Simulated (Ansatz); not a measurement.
Reaction (redistribution): `B[SiH](B)O` + `[CH3][Ge]([NH2])([F])[Cl]` → `B[SiH](B)F` + `[CH3][Ge]([NH2])([OH])[Cl]`

Gas-phase electronic energies from Ansatz, PBE0-D4/def2-TZVP geometries. CBS: MP2 limit from def2 TZ/QZ plus the TZ coupled-cluster correction, frozen cores. Functionals use def2-TZVPP. B3LYP here is the variant with VWN-RPA as its local correlation; programs differ in this. For Ge outer-core shells are correlated without core-valence functions, which leaves a few kJ/mol of doubt a bond. Scalar relativity is left out up to krypton. Each species was taken in one conformer, which may not be the lowest.

```
             level  ΔE (kJ/mol)  difference from CCSD(T)/CBS
            PBE-D4        -13.8                          5.1
         r2SCAN-D4        -14.5                          4.4
           PBE0-D4        -14.7                          4.2
          B3LYP-D4        -15.7                          3.2
           ωB97X-V        -15.2                          3.7
           ωB97M-V        -15.3                          3.6
            B2PLYP        -16.3                          2.6
               PBE        -13.5                          5.4
            r2SCAN        -14.4                          4.5
              PBE0        -14.4                          4.5
             B3LYP        -15.2                          3.7
     HF/def2-TZVPP        -16.4                          2.5
    MP2/def2-TZVPP        -18.6                          0.3
SCS-MP2/def2-TZVPP        -18.2                          0.7
   CCSD/def2-TZVPP        -17.6                          1.3
CCSD(T)/def2-TZVPP        -17.4                          1.5
     HF/def2-QZVPP        -16.2                          2.7
    MP2/def2-QZVPP        -19.4                         -0.5
SCS-MP2/def2-QZVPP        -18.8                          0.1
      HF/CBS(def2)        -16.1                          2.8
     MP2/CBS(def2)        -20.1                         -1.2
    CCSD/CBS(def2)        -19.1                         -0.2
       CCSD(T)/CBS        -18.9                            0
```

Largest T1 diagnostic among the species: 0.014.
